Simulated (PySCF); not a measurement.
Sn(F)3(vinyl) (C2H3F3Sn), SMILES C=[CH][Sn]([F])([F])[F].

Geometry optimised at PBE-D3(BJ)/def2-SVP. The structure was generated by enumeration; whether it is a known compound was not checked. The def2 effective core potentials stand for the cores of Sn; spin–orbit coupling is left out. One conformer was computed; it need not be the lowest.

Method: PBE-D3(BJ)/def2-SVP in PySCF.

Frequencies are harmonic and unscaled.

```tsv
mode	ν (cm⁻¹)	IR (km/mol)	moving atoms (share of kinetic energy)
1	61	1.0	C 40 %, F 32 %, H 20 %
2	88	2.2	F 51 %, C 27 %, H 11 %, Sn 10 %
3	119	0.2	F 57 %, C 22 %, H 20 %
4	160	10.2	F 90 %
5	172	13.4	F 60 %, Sn 15 %, H 14 %, C 11 %
6	184	46.2	F 77 %, Sn 17 %
7	282	7.4	C 61 %, H 18 %, Sn 14 %
8	480	38.2	H 65 %, C 33 %
9	520	3.0	C 66 %, H 21 %, F 9 %
10	612	52.7	F 84 %, Sn 11 %
11	629	62.5	F 83 %, Sn 17 %
12	630	59.3	F 83 %, Sn 17 %
13	948	5.2	H 87 %, C 13 %
14	950	3.3	H 77 %, C 23 %
15	979	40.2	H 90 %, C 10 %
16	1183	22.6	H 73 %, C 27 %
17	1355	12.4	H 86 %, C 14 %
18	1605	0.8	C 87 %, H 13 %
19	3057	1.8	H 95 %
20	3128	1.1	H 91 %, C 9 %
21	3158	0.6	H 89 %, C 11 %
```
